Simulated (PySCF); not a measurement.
C4H7ClSSi.
SMILES with atom numbers: `[S:1]=[C:2]1[CH2:3][SiH2:4][C@H:5]([Cl:6])[CH2:7]1`

Definitions: NICS(0) = −σiso at the ring centroid; NICS(1) = −σiso and NICS(1)zz = −σzz at ±1 Å along the ring normal z. Level: GIAO PBE0/pcSseg-1 (PySCF, non-relativistic, gas phase) on the GFN2-xTB geometry, one conformer.

Ring bond lengths (Å), with Mayer bond orders in brackets: C2–C3 1.490 (0.99), C3–Si4 1.912 (0.89), Si4–C5 1.925 (0.80), C5–C7 1.527 (0.99), C7–C2 1.497 (0.96).

Q: Give the NICS values of each ring in ppm.

A: 
```json
{"ring": "C2–C3–Si4–C5–C7", "type": "5-membered ring with Si; formal bonds all single", "NICS(0)": "0.5", "NICS(1), two faces": "-0.9 / -4.1", "NICS(1)zz, two faces": "1.5 / -3.1", "rms pucker (Å)": "0.16", "centre to ring atoms, mean (Å)": "1.40"}
```

Q: What do they say, and how far can they be read as aromaticity?

A: 
- C2–C3–Si4–C5–C7: mean NICS(1)zz -0.8 ppm, near zero. C3, Si4, C5, C7 have four or more neighbours, so the value isn't read as a sign of a π ring current. The two faces differ by 4.6 ppm, so no symmetry operation interchanges them.

Q: List the ring angles and the Hirshfeld charges of the ring atoms.

A: 
- C2–C3–Si4–C5–C7: C2 112.9° (+0.048 e), C3 105.4° (-0.166 e), Si4 92.4° (+0.349 e), C5 105.7° (-0.076 e), C7 108.3° (-0.085 e); sum 524.7° against 540° for a flat convex ring.

Q: How shielded are the nuclei of the rings and their hydrogens (means over atoms taken as equivalent)?

A: 
```csv
atoms,environment,σ isotropic (ppm)
C2,thiocarbonyl carbon,-88.3
C3,sp3 carbon bound to silicon,149.2
Si4,SiH2 silicon,369.4
C5,sp3 C–Cl carbon,138.3
C7,ring CH2 carbon,122.1
H on C3,methylene hydrogen,28.91
H on C3,methylene hydrogen,28.52
H on Si4,Si–H hydrogen,27.25
H on Si4,Si–H hydrogen,26.78
H on C5,methine hydrogen,27.89
H on C7,methylene hydrogen,28.19
H on C7,methylene hydrogen,28.27
```
